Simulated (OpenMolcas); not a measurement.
**Pd2+: effect of the metal basis**

Pd2+ with its 6 nearest fluoride ions at 2.115 Å, on the Li site of LiF (a = 4.028 Å, distance in the model lattice 2.014 Å). The rest of the host is ab initio model potentials to 7.6 Å and point charges beyond; the distance is set by hand and nothing relaxes, and no local charge compensation is placed.

```yaml
Program: OpenMolcas
Method: CASSCF
Spin-orbit_coupling: RASSI with atomic mean-field integrals over the reference wave functions
```

Fixed: ligand basis ANO-RCC-VDZP, active space 8 electrons in 5 orbitals (4d), DKH2 Hamiltonian.

States (labels of O, the rotations of Oh). Energies in cm-1 above the lowest state or level, χT in cm3 K/mol; 10Dq and B are least-squares fits to the states below 45000 cm-1, weighted by degeneracy, with a free offset, and given where the rms deviation is under 5 % of |10Dq| (or 100 cm-1) and under 700 cm-1.

| Run | Metal basis | Ground state | First state of that spin | 10Dq | B (rms of fit) | First gap with spin-orbit (degeneracies) | χT at 300 K | First state of another spin | Cost |
| --- | --- | --- | --- | --- | --- | --- | --- | --- | --- |
| A | ANO-RCC-VDZP | 3A2 | 3T2 16455 | 16181 | 874 (79) | 12630 (3, 2) | 1.319 | 1E 13324 | roughly 15 core-seconds |
| B | ANO-RCC-VTZP | 3A2 | 3T2 15463 | 15284 | 878 (63) | 12640 (3, 2) | 1.332 | 1E 13555 | roughly 24 core-seconds |

Against A, |10Dq| changes by -5.5 % in B.

Costs are those of the RASSCF and RASSI steps.

Without dynamic correlation the repulsion within the d shell is too large (B by tens of per cent), so at a given field states of lower spin stand too high. Real 4d8 and 5d8 ions are as a rule square planar and diamagnetic. With metal d orbitals alone the field can be off either way by tens of per cent. Ligand-to-metal charge-transfer states are missing. With no ligand orbital active B as a rule stays too high, so bands that hang on it stand too high and its fall with covalency is understated. No measured value stands beside these numbers; the geometry was set by hand and not optimised.
